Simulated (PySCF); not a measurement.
# Aluminium: a sound run and one with changed settings

Sound run: Al⁺ [Ne] 3s2, Al²⁺ [Ne] 3s1. Calculation: PySCF 2.14, in cc-pV(D+d)Z (4s3p2d, 23 functions); no relativity, point nucleus. The sound run starts from symmetry-adapted Hartree-Fock orbitals and uses a fine grid where one is needed.

Changed run: 6 angular points. This setting is unsound on purpose.

```csv
species,method,sound run (hartree),changed run (hartree),converged
Al⁺,UHF,-241.66833,-241.66833,yes
Al⁺,M06-L,-242.12925,-242.12925,yes
Al⁺,MN15,-242.02915,-242.02915,yes
Al²⁺,UHF,-241.02361,-241.02361,yes
Al²⁺,M06-L,n/a,-241.44238,no
Al²⁺,MN15,-241.34398,-241.34398,yes
```

Ionisation energy of Al⁺:

| method | sound run (eV) | changed run (eV) |
| --- | --- | --- |
| UHF | 17.544 | 17.544 |
| MN15 | 18.644 | 18.644 |

A coarse angular grid integrates products of high-l functions wrongly, so density functionals can shift, and the SCF can exploit the error; Hartree-Fock and MP2 need no grid.

For comparison, NIST gives 18.829 eV between the lowest levels.
